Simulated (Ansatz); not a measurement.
Cost and result up the ladder for FeMe2 (C2H6Fe) (9 atoms). Total charge 0; quintet. Geometry: PBE0-D4/def2-TZVP.

```tsv
atom	x (Å)	y (Å)	z (Å)
Fe1	0.018	-0.091	0.068
C2	1.682	-0.452	-1.034
H3	1.598	-0.016	-2.037
H4	1.867	-1.524	-1.166
H5	2.581	-0.026	-0.574
C6	-1.680	0.444	1.040
H7	-1.501	1.263	1.748
H8	-2.112	-0.385	1.613
H9	-2.453	0.787	0.342
```

Ansatz on 2 threads of Arm Neoverse V1 on a shared host. Times are rough, and most runs start from the orbitals of an earlier one. PBE0-D4/def2-TZVPD serves as the yardstick here, not as an exact answer. Differences are given only for rows in sets of like size (and for xTB, whose basis is part of the method), since another set adds its own error. Binding counts from free atoms at the same level (Fe quintet, C triplet, H doublet; other spins of the atoms weren't run), without zero-point energy or a counterpoise term.

LC-ωPBE has ω = 0.4 bohr⁻¹. HSE06 is defined as in plane-wave codes, on full-range PBE exchange. Correlated methods freeze 7 core orbitals; core or outer-core shells of Fe are correlated, in sets that lack core-valence functions.

Run but left out: HF/STO-3G (⟨S²⟩ 6.86, where a pure state has 6.00).

Correlated methods converge slowly with the basis.

```
                         level  functions  binding energy per atom (eV)  difference from PBE0-D4/def2-TZVPD (eV)
              B97M-V/def2-TZVP        143                          3.48                                    -0.03
             LC-ωPBE/def2-TZVP        143                          3.50                                     0.00
             CCSD(T)/def2-TZVP        143                          3.36                                    -0.14
               PBE-D4/def2-SVP         89                          3.56                                        –
            PBE0-D4/def2-TZVPD        176                          3.50                                     0.00
            BHLYP-D4/def2-TZVP        143                          3.39                                    -0.11
            HSE06-D4/def2-TZVP        143                          3.50                                     0.00
           r2SCAN-D4/def2-TZVP        143                          3.50                                     0.00
PBE-D4/def2-TZVP (with forces)        143                          3.52                                     0.02
             PBE-D4/def2-TZVPD        176                          3.53                                     0.03
             PBE0-D4/def2-TZVP        143                          3.50                                     0.00
              PBE0-D4/def2-SVP         89                          3.51                                        –
          r2SCAN-D4/def2-TZVPD        176                          3.50                                     0.00
```

Question: Estimate how long each takes.

Answer: PBE0-D4/def2-SVP 9 s; PBE-D4/def2-SVP 9.5 s; LC-ωPBE/def2-TZVP 11 s; HSE06-D4/def2-TZVP 11 s; PBE0-D4/def2-TZVPD 16 s; BHLYP-D4/def2-TZVP 18 s; PBE-D4/def2-TZVPD 18 s; PBE0-D4/def2-TZVP 20 s; r2SCAN-D4/def2-TZVP 26 s; PBE-D4/def2-TZVP (with forces) 26 s; r2SCAN-D4/def2-TZVPD 41 s; B97M-V/def2-TZVP 80 s; CCSD(T)/def2-TZVP 2.7 min. On shared hardware such times vary by a factor of up to 3.
